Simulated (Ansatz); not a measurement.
Cost and result for the atomization energy of CH5FInNSi (`[F][In]1[CH2][SiH2][NH]1`) (10 atoms, 10 bonds).

Z-matrix (Å, degrees):
```
Si
N 1 1.723
In 1 2.811 2 46.8
C 1 1.894 2 97.1 3 0.2
H 1 1.493 2 115.1 3 -117.1
H 1 1.493 2 115.0 3 117.5
H 2 1.007 1 127.5 3 179.9
F 3 1.936 1 163.5 2 -0.5
H 4 1.090 1 116.7 2 113.8
H 4 1.090 1 116.8 2 -114.3
```

The species carries charge 0 and has multiplicity 1. Correlated methods include outer-core shells of In, which these sets cover unevenly. In: def2 effective core potential. All single points use the PBE0-D4/def2-TZVP geometry. Program: Ansatz. All runs use 4 threads of an Arm Neoverse V2 on a shared host. Times are those of one run each, without the atoms' runs, and a repeat can differ threefold. Electronic energies, without spin–orbit coupling; frozen cores. CCSD(T)/CBS adds CCSD(T) − MP2 in def2-TZVPP to the MP2 limit, and its time is that of the two runs behind it. T1 = 0.016. With those shells the extrapolation isn't a true limit. B3LYP takes the VWN-RPA correlation (the form of Gaussian; ORCA's B3LYP/G). HSE06 is the plane-wave form, built on full-range PBE exchange.

CCSD(T)/CBS is a level of theory with its own doubt, some kJ/mol a heavy atom from the limit and from the frozen cores, so smaller differences don't rank the functionals.

```json
{"level": "LDA (SPW92)/def2-TZVPP", "functions": "255", "wall time": "1.6 s", "atomization (kJ/mol)": "3832.7", "difference from CCSD(T)/CBS": "469.9", "per bond": "47.0"}
{"level": "revPBE-D4/def2-TZVPP", "functions": "255", "wall time": "2.3 s", "atomization (kJ/mol)": "3294.0", "difference from CCSD(T)/CBS": "-68.8", "per bond": "-6.9"}
{"level": "HSE06-D4/def2-TZVPP", "functions": "255", "wall time": "4 s", "atomization (kJ/mol)": "3318.9", "difference from CCSD(T)/CBS": "-43.9", "per bond": "-4.4"}
{"level": "CAM-B3LYP-D4/def2-TZVPP", "functions": "255", "wall time": "4 s", "atomization (kJ/mol)": "3340.6", "difference from CCSD(T)/CBS": "-22.2", "per bond": "-2.2"}
{"level": "B3LYP-D4/def2-TZVPP (with forces)", "functions": "255", "wall time": "5.5 s", "atomization (kJ/mol)": "3312.9", "difference from CCSD(T)/CBS": "-49.9", "per bond": "-5.0"}
{"level": "B2PLYP/def2-TZVPP", "functions": "255", "wall time": "7 s", "atomization (kJ/mol)": "3289.1", "difference from CCSD(T)/CBS": "-73.7", "per bond": "-7.4"}
{"level": "PBE-QIDH/def2-TZVPP", "functions": "255", "wall time": "7 s", "atomization (kJ/mol)": "3305.0", "difference from CCSD(T)/CBS": "-57.8", "per bond": "-5.8"}
{"level": "CCSD(T)/def2-SVP", "functions": "111", "wall time": "8.5 s", "atomization (kJ/mol)": "3079.7", "difference from CCSD(T)/CBS": "-283.1", "per bond": "-28.3"}
{"level": "B97M-V/def2-TZVPP", "functions": "255", "wall time": "9.5 s", "atomization (kJ/mol)": "3345.4", "difference from CCSD(T)/CBS": "-17.4", "per bond": "-1.7"}
{"level": "ωB97M-V/def2-TZVPP (with forces)", "functions": "255", "wall time": "14 s", "atomization (kJ/mol)": "3346.2", "difference from CCSD(T)/CBS": "-16.6", "per bond": "-1.7"}
{"level": "MP2/def2-QZVPP", "functions": "473", "wall time": "21 s", "atomization (kJ/mol)": "3379.8", "difference from CCSD(T)/CBS": "17.0", "per bond": "1.7"}
{"level": "CCSD(T)/def2-TZVPP", "functions": "255", "wall time": "4.3 min", "atomization (kJ/mol)": "3247.7", "difference from CCSD(T)/CBS": "-115.1", "per bond": "-11.5"}
{"level": "CCSD(T)/CBS(def2)", "functions": "–", "wall time": "4.6 min", "atomization (kJ/mol)": "3362.8", "difference from CCSD(T)/CBS": "0.0", "per bond": "0.0"}
```

The D4 term adds +38.3 kJ/mol with B3LYP and +19.8 kJ/mol with PBE0; it sums over pairs of atoms, weighted by their polarisabilities, and B3LYP, whose exchange is more repulsive, gets the larger term. Leaving LDA and LC-ωPBE aside and taking each functional with its dispersion term where it has one, the values, not all of them listed here, spread over 176.6 kJ/mol, from BHLYP-D4 to PBE-D4. LDA lies +468.5 kJ/mol from PBE without D4, its usual overbinding. From r2SCAN to r2SCAN0 (25 % exact exchange), in def2-TZVPP and without D4, the atomization energy moves by −69.4 kJ/mol: exact exchange takes away binding that semilocal exchange gives to molecules.

Spin–orbit coupling would lower the free In atoms strongly, and the atomization energy with them, by more than many differences here.
